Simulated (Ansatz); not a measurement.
`B[SiH](B)F` + H₂O → `B[SiH](B)O` + H–F at 500 K and 1 bar (formal hydrolysis of the Si–F bond).

Isolated molecules relaxed with PBE0-D4/def2-TZVP in Ansatz; ΔE leaves out vibrations. CCSD(T)/CBS adds triple-zeta CCSD(T) − MP2 to the extrapolated MP2 energy (def2 sets, frozen cores). This one scheme is used for every species. One conformer a species, not always the lowest.

```
     species  CCSD(T)/CBS energy (Eh)  H − E (kJ/mol)  S (J/(mol·K))
`B[SiH](B)F`               -441.44960           179.3          390.8
         H₂O                -76.37941            73.2          206.3
`B[SiH](B)O`               -417.41590           212.7          407.5
         H–F               -100.39570            39.4          188.7
```

H − E and S are ideal-gas, rigid-rotor, harmonic terms from PBE0-D4/def2-TZVP, for one conformer and one mirror image of each species. 1 Eh = 2625.50 kJ/mol, R = 8.31446 J/(mol·K).

By hand: ΔE, ΔH, ΔS and ΔG.

ΔE = (-417.41590) + (-100.39570) − (-441.44960) − (-76.37941) = 0.01741 Eh = 45.7 kJ/mol. Δ(H − E) = 212.7 + 39.4 − 179.3 − 73.2 = -0.4, so ΔH = 45.3 kJ/mol. ΔS = 407.5 + 188.7 − 390.8 − 206.3 = -0.9 J/(mol·K). ΔG = 45.3 − 500 × (-0.9)/1000 = 45.8 kJ/mol.

By hand: the equilibrium constant, and the temperature at which ΔG would vanish if ΔH and ΔS stayed fixed.

log₁₀ K = −ΔG/(RT ln 10) = -4.8. ΔH and −TΔS have one sign here, so there is no such temperature.

The number of gas molecules stays the same, so ΔS is small and ΔH decides. A doubt of 5 kJ/mol in ΔE shifts log₁₀ K by 0.5 here. Other conformers and mirror images would add mixing entropy, several J/(mol·K) or more a flexible species. These are equilibria of isolated gas molecules and say nothing of rates. Largest T1 diagnostic: 0.014 (customary marks: 0.02 for closed shells, 0.045 for open ones).

ΔS is within the doubt of such terms, so its sign, and with it that verdict, could turn.
